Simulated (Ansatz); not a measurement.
Au3⁺ was relaxed with PBE0-D4 (def2-TZVP) in Ansatz in these states: charge +1 quintet, charge +1 singlet, charge +1 triplet. The geometries follow in no particular order.

In the def2 sets Au takes a core potential; there is no spin–orbit coupling.

A:

| atom | x (Å) | y (Å) | z (Å) |
| --- | --- | --- | --- |
| Au1 | -0.657 | -0.125 | 1.035 |
| Au2 | 1.957 | -0.029 | 0.506 |
| Au3 | -1.300 | 0.154 | -1.541 |

B:

Cartesian coordinates in Å:
```
Au 0.562 -0.965 -1.038
Au -1.419 -0.187 0.525
Au 0.857 1.152 0.513
```

C:

```xyz
3

Au   -0.939    1.166    0.454
Au    1.491    0.152   -0.195
Au   -0.551   -1.318   -0.259
```

Task: Judge from the bond lengths which geometry belongs to which state (an estimate).

Result: A is the charge +1 quintet (Au2–Au3 3.850 Å, Au1–Au2 2.669 Å, Au1–Au3 2.670 Å); B is the charge +1 singlet (Au2–Au3 2.640 Å, Au1–Au2 2.640 Å, Au1–Au3 2.640 Å); C is the charge +1 triplet (Au2–Au3 2.517 Å, Au1–Au2 2.712 Å, Au1–Au3 2.613 Å).

At PBE0-D4/def2-TZVP a singlet lies 5.14 eV below the charge +1 quintet. At PBE0-D4/def2-TZVP a singlet lies 2.57 eV below the charge +1 triplet. These are the stationary points nearest to one start from a short search; other shapes may lie lower in each state.
